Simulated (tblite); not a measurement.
Species: C₇H₁₁O (doublet state).
SMILES with atom numbers: `[CH3:1][C@H:2]1[CH:3][CH2:4][CH2:5][CH2:6][C:7]1=[O:8]` (hydrogens: H9, H10, H11 on C1; H12 on C2; H13 on C3; H14, H15 on C4; H16, H17 on C5; H18, H19 on C6)

Structure optimised with GFN2-xTB, isolated species. This method treats the open shell by occupation alone, without spin polarisation.

(1) Give the optimised bond lengths and angles.

Answers

(1) 
| bond | length (pm) | order |
| --- | --- | --- |
| C1–C2 | 151.6 | single |
| C2–C3 | 146.9 | single |
| C3–C4 | 148.2 | single |
| C4–C5 | 154.5 | single |
| C5–C6 | 152.9 | single |
| C6–C7 | 151.8 | single |
| C7=O8 | 121.5 | double |
| C2–C7 | 153.8 | single |
| C1–H9, C1–H10, C1–H11 | 108.7 | single |
| C2–H12 | 109.1 | single |
| C3–H13 | 107.6 | single |
| C4–H14 | 109.5 | single |
| C4–H15 | 109.0 | single |
| C5–H16 | 109.1 | single |
| C5–H17 | 109.1 | single |
| C6–H18 | 109.2 | single |
| C6–H19 | 109.0 | single |

Bonds in one row agree within 1 pm and their mean is given. Orders are formal, as drawn. A selection of angles:
| angle | degrees |
| --- | --- |
| C2–C1–H9 | 110.2 |
| H9–C1–H10 | 108.3 |
| H9–C1–H11 | 109.0 |
| C1–C2–C3 | 116.6 |
| C1–C2–C7 | 113.8 |
| C1–C2–H12 | 112.4 |
| C3–C2–C7 | 87.1 |
| C3–C2–H12 | 113.3 |
| C7–C2–H12 | 111.2 |
| C2–C3–C4 | 118.5 |
| C2–C3–H13 | 119.2 |
| C4–C3–H13 | 120.5 |
| C3–C4–C5 | 108.1 |
| C3–C4–H14 | 110.1 |
| C3–C4–H15 | 111.4 |
| C5–C4–H14 | 108.4 |
| C5–C4–H15 | 110.1 |
| H14–C4–H15 | 108.7 |
| C4–C5–C6 | 108.2 |
| C4–C5–H16 | 110.8 |
| C4–C5–H17 | 109.1 |
| C6–C5–H16 | 111.2 |
| C6–C5–H17 | 109.0 |
| H16–C5–H17 | 108.5 |
| C5–C6–C7 | 107.4 |
| C5–C6–H18 | 110.3 |
| C5–C6–H19 | 110.8 |
| C7–C6–H18 | 110.3 |
| C7–C6–H19 | 109.0 |
| H18–C6–H19 | 109.2 |
| C6–C7–O8 | 124.2 |
| C2–C7–C6 | 112.8 |
| C2–C7–O8 | 122.8 |

Torsions: C1–C2–C3–C4 -169° (antiperiplanar); C2–C3–C4–C5 -68° (synclinal); C3–C4–C5–C6 44° (synclinal); C4–C5–C6–C7 -48° (synclinal); C5–C6–C7–O8 -103° (anticlinal); C1–C2–C7–C6 166° (antiperiplanar).

The 7 C–C bonds span 1.469 Å (C2–C3, drawn single) to 1.545 Å (C4–C5, drawn single), a spread of 0.076 Å. C7 (carbon bonded to 2 C and O) is planar (angles 124.2°, 122.8° and 112.8°, sum 359.9°, 0.03 Å off the plane of its three neighbours). C3 (carbon bonded to 2 C and H) is almost planar (angles 120.5°, 119.2° and 118.5°, sum 358.2°, 0.10 Å off the plane of its three neighbours). The 6-membered ring C2–C3–C4–C5–C6–C7 has internal angles of 87.1° to 118.5°; it is puckered, 0.28 Å rms from its mean plane, widest ring torsion 76°. Of the pairs four or more bonds apart, O8···H10 is among the closest relative to their van der Waals radii: 2.57 Å, 94 % of the sum of Bondi's values.

Point group: C1 (no symmetry element, even within 0.4 Å). Its GFN2-xTB frequencies are all real (lowest 101 cm⁻¹).

One conformer stands for the species.

The numbers are calculated, not measured.
